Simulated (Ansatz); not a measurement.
## C5H5F2N: where a starting geometry ends

The starting geometry of this gas-phase singlet was optimised with GFN2-xTB; its bonds are those of `FC(F)c1ccc[nH]1`.

```yaml
atoms:
  - { symbol: C, position_ang: [-0.7303, -2.1453, 1.9742] }
  - { symbol: C, position_ang: [0.3689, -1.1628, 1.8242] }
  - { symbol: C, position_ang: [0.4405, -0.0175, 1.0679] }
  - { symbol: C, position_ang: [1.7076, 0.5463, 1.2964] }
  - { symbol: C, position_ang: [2.3635, -0.2701, 2.1800] }
  - { symbol: F, position_ang: [-1.1602, -2.2286, 3.2673] }
  - { symbol: F, position_ang: [-0.3198, -3.4101, 1.6640] }
  - { symbol: N, position_ang: [1.5485, -1.3016, 2.4949] }
  - { symbol: H, position_ang: [-1.5994, -1.9075, 1.3440] }
  - { symbol: H, position_ang: [-0.3274, 0.3669, 0.4274] }
  - { symbol: H, position_ang: [2.0889, 1.4471, 0.8605] }
  - { symbol: H, position_ang: [3.3460, -0.1852, 2.5996] }
  - { symbol: H, position_ang: [1.7605, -2.0587, 3.1242] }
```

Where would you expect an optimisation with PBE-D3(BJ)/def2-SVP to take it?

It keeps its bonds, and is `FC(F)c1ccc[nH]1`.

The energy falls by 0.11 eV over 5 steps:

| step | E − E(last) (eV) |
| --- | --- |
| 1 | 0.106 |
| 2 | 0.009 |
| 3 | 0.000 |
| 4 | 0.000 |
| 5 | 0.000 |

Final geometry (Å):

```tsv
atom	x (Å)	y (Å)	z (Å)
C	-0.7428	-2.1599	1.9795
C	0.3539	-1.1738	1.8252
C	0.4305	-0.0118	1.0585
C	1.7141	0.5639	1.2875
C	2.3827	-0.2638	2.1869
F	-1.1732	-2.2307	3.2885
F	-0.3150	-3.4318	1.6582
N	1.5479	-1.3066	2.5013
H	-1.6126	-1.9042	1.3349
H	-0.3614	0.3729	0.4055
H	2.1121	1.4835	0.8449
H	3.3851	-0.1875	2.6219
H	1.7658	-2.0775	3.1317
```

The end wasn't checked by frequencies. Run with Ansatz 0.2.0, 8.1 s on 4 threads of Arm Neoverse V1, on a shared host.
